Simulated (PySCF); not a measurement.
Molecule: SMILES C[Si](C)(C)[O][InH2] (C₃H₁₁InOSi). Atoms near the plane z = 1.5 Å, at the GFN2-xTB optimised geometry (x, y, z in Å): O4 (0.3, -1.2, 0.0), Si5 (-1.4, -1.2, 0.0), C7 (-2.0, -2.1, 1.5), C8 (-1.9, 0.6, 0.0), H12 (-1.6, -3.1, 1.5), H13 (-3.0, -2.1, 1.6), H14 (-1.6, -1.7, 2.4), H16 (-1.5, 1.2, 0.8), H17 (-3.0, 0.8, 0.1).

Computed with PBE0/def2-SVP, def2 effective core potentials past Kr (PySCF). The core electrons that the potentials of In replace are not part of the density. Cells within 0.4 Å of a nucleus heavier than hydrogen are left out (blank, or x). The values are rescaled to run from 0 to 1.

```
|0000000000000000000000000000000|
|0000000000000000000000000000000|
|0000000000000000000000000000000|
|0000000000000000000000000000000|
|0000000000000000000000000000000|
|0000000000000000000000000000000|
|0000000000000000000000000000000|
|0000000000000000000000000000000|
|0000000000111000000000000000000|
|0000000002687300000000000000000|
|0000000005999820000000000000000|
|0000000017999940000000000000000|
|0000000006999930000000000000000|
|0000000003898500000000000000000|
|0000000000232000000000000000000|
|0000000000000000000000000000000|
|0000000000000000110000000000000|
|0000000001111000221000000000000|
|0000134324552000221000000000000|
|0001799865675100121000000000000|
|000599998xx65200000000000000000|
|000699999xx34200000000000000000|
|0004999984687300000000000000000|
|0001799758999710000000000000000|
|0000132139999930000000000000000|
|0000000039999930000000000000000|
|0000000028999810000000000000000|
|0000000003786100000000000000000|
|0000000000000000000000000000000|
|0000000000000000000000000000000|
|0000000000000000000000000000000|
```
Scale: ten equal steps from 0.000 (start of '0') to 1.00 (end of '9'), in the order '0123456789'; x runs from -5.50 to 5.50, y from -5.50 (bottom) to 5.50 (top).

Problem. Which quantity is mapped?
A. Laplacian of the electron density
B. deformation density (molecule minus spherical neutral atoms)
C. electron localisation function
D. electrostatic potential

Solution. C, electron localisation function
